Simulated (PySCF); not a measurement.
**Excitation energy of Ca by level of theory**

Ca [Ar] 4s2 (1S) → Ca [Ar] 3d2 (3F), as a difference of total energies. Computed with PySCF 2.14 in def2-TZVPPD (6s5p3d, 36 functions), with the non-relativistic Hamiltonian (point nucleus). Correlated levels: valence: [Ar] frozen. The calculations carry no spin-orbit coupling.

```json
{"method": "UHF", "excitation energy (eV)": "5.832"}
{"method": "MP2 (valence)", "excitation energy (eV)": "6.233"}
{"method": "SCS-MP2 (valence)", "excitation energy (eV)": "6.402"}
{"method": "CCSD (valence)", "excitation energy (eV)": "6.410"}
```

**Question.** How much does correlation contribute at MP2 (valence)?

**Answer.** 6.233 − (5.832) = 0.401 eV, measured against UHF.

The upper state lies above the first ionisation limit, where it may autoionise and the basis confines it.

With two correlated electrons CCSD is exact in that space.
